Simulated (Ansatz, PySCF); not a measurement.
Species: sum formula SiNH5 (charge 0, singlet). SMILES: N[SiH3]
Coordinates optimised at B3LYP-D3(BJ)/def2-TZVP (Ansatz, an electronic-structure program):
```
Si
N 1 1.7237
H 2 1.0079 1 120.20
H 2 1.0079 3 110.80 1 147.52
H 1 1.4811 2 107.87 3 -48.00
H 1 1.4811 5 110.61 2 117.76
H 1 1.4892 5 107.32 6 116.78
```
Charge 0, spin multiplicity 1.

Quantity: vertical ionisation energy (to the doublet state of charge +1; each state is the SCF solution reached for its spin), in eV. Correlated levels leave the core frozen unless marked. Open shells are spin-unrestricted. No spin-orbit coupling. Non-relativistic. CBS marks a two-point X^-3 extrapolation of the correlation energy; Hartree-Fock from the larger set. [CCSD(T)-MP2]/basis is that difference in the basis named.

```json
[
 {"level": "HF/aug-cc-pV(D+d)Z", "program": "Ansatz", "vertical ionisation energy (eV)": "8.70", "minus last row": "-1.43"},
 {"level": "PBE/def2-TZVPD", "program": "Ansatz", "vertical ionisation energy (eV)": "9.64", "minus last row": "-0.49"},
 {"level": "B3LYP/def2-TZVPD", "program": "Ansatz", "vertical ionisation energy (eV)": "9.86", "minus last row": "-0.27"},
 {"level": "B2PLYP/def2-TZVPD", "program": "Ansatz", "vertical ionisation energy (eV)": "9.94", "minus last row": "-0.19"},
 {"level": "RI-MP2/def2-TZVPPD", "program": "Ansatz", "vertical ionisation energy (eV)": "10.26", "minus last row": "0.13"},
 {"level": "SCS-MP2/def2-TZVPPD", "program": "Ansatz", "vertical ionisation energy (eV)": "10.19", "minus last row": "0.06"},
 {"level": "CCSD(T)/def2-SVPD", "program": "Ansatz", "vertical ionisation energy (eV)": "9.89", "minus last row": "-0.24"},
 {"level": "CCSD(T)/def2-QZVPPD", "program": "Ansatz", "vertical ionisation energy (eV)": "10.08", "minus last row": "-0.05"},
 {"level": "RI-MP2/CBS(def2-TZVPPD,def2-QZVPPD)+[CCSD(T)-MP2]/def2-SVPD", "program": "Ansatz", "vertical ionisation energy (eV)": "10.15", "minus last row": "0.02"},
 {"level": "CCSD(T)/CBS(aug-cc-pV(T+d)Z,aug-cc-pV(Q+d)Z)", "program": "Ansatz", "vertical ionisation energy (eV)": "10.13", "minus last row": "0.00"}
]
```

For comparison, minus the highest occupied orbital energy (PySCF): 8.80 eV at M06-2X/def2-TZVPD, 6.03 eV at PBE/def2-TZVPD.
